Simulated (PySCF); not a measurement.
cyclopentasilane (H10Si5), SMILES [SiH2]1[SiH2][SiH2][SiH2][SiH2]1. Geometry optimised at PBE0-D3(BJ)/def2-SVP.

Computed equilibrium geometry at PBE0-D3(BJ)/def2-SVP (PySCF confirms it by a frequency run) as a Z-matrix:
```
Si
H 1 1.4953
H 1 1.4982 2 109.26
Si 1 2.3501 2 114.49 3 121.98
H 4 1.4953 1 114.45 2 -66.68
H 4 1.4982 5 109.28 1 -122.07
Si 4 2.3521 5 113.70 6 -122.43
H 7 1.4957 4 113.79 5 73.98
H 7 1.4980 8 108.88 4 120.76
Si 1 2.3526 2 113.61 3 -122.31
H 10 1.4957 1 113.61 2 75.24
H 10 1.4980 11 108.84 1 120.74
Si 7 2.3635 8 112.72 9 120.69
H 13 1.4966 7 110.57 8 -99.98
H 13 1.4967 14 108.58 7 -121.76
```
